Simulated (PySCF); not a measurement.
Working out the ionisation energy of Zn

Zn [Ar] 3d10 4s2 (1S) → Zn+ [Ar] 3d10 4s1 (2S). Calculation: PySCF 2.14, in pcseg-2 (6s4p3d2f1g, 56 functions); the non-relativistic Hamiltonian (point nucleus). Frozen: [Ar]. Energies in hartree (1 hartree = 27.21139 eV):

```tsv
part	Zn (lower)	Zn+ (upper)
UHF	-1777.815950	-1777.534605
MP2 opposite-spin	-0.274845	-0.239487
MP2 same-spin	-0.153876	-0.144075
```

Q: What does Hartree-Fock give?

A: (-1777.534605) − (-1777.815950) = 0.281345 hartree = 7.656 eV.

Q: What do MP2 and SCS-MP2 (6/5 opposite-spin, 1/3 same-spin) give?

A: The opposite-spin parts differ by 0.962 eV and the same-spin parts by 0.267 eV. MP2: 7.656 + (0.962) + (0.267) = 8.885 eV. SCS-MP2: 7.656 + 1.2 × (0.962) + (0.267)/3 = 8.899 eV.

Measured between the centres of the two terms (NIST): 9.394 eV, so MP2 (valence) is off by -0.509 eV.

The calculation is non-relativistic.

What remains against the reference includes basis incompleteness, the frozen core and correlation beyond second order.
